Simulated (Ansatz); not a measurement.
Start from `BOC=N` and change one atom or group to get `COC=N`.

Ansatz, PBE0-D4/def2-TZVP geometries, multiplicity 1. Each molecule was computed in one conformer, which needn't be the lowest.

```csv
property,`BOC=N`
LUMO energy (PBE/def2-TZVPP) / eV,-2.02
size of the dipole moment (ωB97M-V/def2-TZVPP) / D,2.19
HOMO–LUMO gap (B3LYP/def2-TZVPP) / eV,7.06
LUMO energy (PBE0/def2-TZVPP) / eV,-0.95
HOMO energy (ωB97M-V/def2-TZVPP) / eV,-10.95
size of the dipole moment (PBE/def2-TZVPP) / D,2.15
```

Question: Give the same properties after the change, and the shifts. (Estimate.)

Answer: Ansatz gave: 
```tsv
property	`COC=N`	shift
LUMO energy (PBE/def2-TZVPP) / eV	-0.50	1.52
size of the dipole moment (ωB97M-V/def2-TZVPP) / D	0.76	-1.43
HOMO–LUMO gap (B3LYP/def2-TZVPP) / eV	7.96	0.90
LUMO energy (PBE0/def2-TZVPP) / eV	0.62	1.57
HOMO energy (ωB97M-V/def2-TZVPP) / eV	-10.19	0.76
size of the dipole moment (PBE/def2-TZVPP) / D	0.68	-1.47
```

With PBE0 the HOMO rises by 0.64 eV and the LUMO rises by 1.57 eV, so the gap widens by about 0.93 eV. PBE moves the HOMO by 0.49 eV and ωB97M-V by 0.76 eV. The zero-point energy changes by 44.4 kJ/mol with +3 modes. Dipoles are sizes alone; their direction can turn.

B3LYP here is the variant with VWN-RPA as its local correlation; programs differ in this.
